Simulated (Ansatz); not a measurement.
Cost and result for the atomization energy of C2H4InN, SMILES `[InH2][C]1=NC1` (8 atoms, 8 bonds).

The species carries charge 0 and has multiplicity 1. Correlated methods include outer-core shells of In, which these sets cover unevenly. In: def2 effective core potential. The structure was optimised at the PBE0-D4/def2-TZVP level. Program: Ansatz. All runs use 2 threads of an Arm Neoverse V1 on a shared host. Times are those of one run each, without the atoms' runs, and a repeat can differ threefold. Electronic energies, without spin–orbit coupling; frozen cores. CCSD(T)/CBS adds CCSD(T) − MP2 in def2-TZVPP to the MP2 limit, and its time is that of the two runs behind it. T1 = 0.014. With those shells the extrapolation isn't a true limit. HSE06 is the plane-wave form, built on full-range PBE exchange.

CCSD(T)/CBS is a level of theory with its own doubt, some kJ/mol a heavy atom from the limit and from the frozen cores, so smaller differences don't rank the functionals.

| level | functions | wall time | atomization (kcal/mol) | difference from CCSD(T)/CBS | per bond |
| --- | --- | --- | --- | --- | --- |
| BLYP-D4/def2-TZVPP | 199 | 3.2 s | 634.2 | 1.8 | 0.2 |
| PBE-D4/def2-TZVPP (with forces) | 199 | 3.5 s | 655.8 | 23.4 | 2.9 |
| HSE06-D4/def2-TZVPP | 199 | 4.4 s | 638.4 | 6.0 | 0.8 |
| CAM-B3LYP-D4/def2-TZVPP | 199 | 4.6 s | 635.4 | 3.0 | 0.4 |
| CCSD(T)/def2-SVP | 88 | 6.5 s | 596.3 | -36.1 | -4.5 |
| r2SCANh-D4/def2-TZVPP | 199 | 7 s | 627.9 | -4.5 | -0.6 |
| B2PLYP/def2-TZVPP | 199 | 7.5 s | 624.7 | -7.7 | -1.0 |
| PBE-QIDH/def2-TZVPP | 199 | 7.5 s | 629.2 | -3.2 | -0.4 |
| ωB97X-V/def2-TZVPP | 199 | 11 s | 639.6 | 7.2 | 0.9 |
| B97M-V/def2-TZVPP | 199 | 15 s | 638.4 | 6.0 | 0.7 |
| MP2/def2-QZVPP | 373 | 23 s | 635.9 | 3.5 | 0.4 |
| CCSD(T)/def2-TZVPP | 199 | 2.3 min | 614.9 | -17.5 | -2.2 |
| CCSD(T)/CBS(def2) | – | 2.7 min | 632.4 | 0.0 | 0.0 |

From r2SCAN to r2SCAN0 (25 % exact exchange), in def2-TZVPP and without D4, the atomization energy moves by −14.5 kcal/mol: exact exchange takes away binding that semilocal exchange gives to molecules. The D4 term adds +5.5 kcal/mol with B3LYP and +2.9 kcal/mol with PBE0; it sums over pairs of atoms, weighted by their polarisabilities, and B3LYP, whose exchange is more repulsive, gets the larger term. Leaving LDA and LC-ωPBE aside and taking each functional with its dispersion term where it has one, the values, not all of them listed here, spread over 50.7 kcal/mol, from BHLYP-D4 to PBE-D4. LDA lies +90.4 kcal/mol from PBE without D4, its usual overbinding.

B3LYP here is the variant with VWN-RPA as its local correlation; programs differ in this.

Spin–orbit coupling would lower the free In atoms strongly, and the atomization energy with them, by more than many differences here.
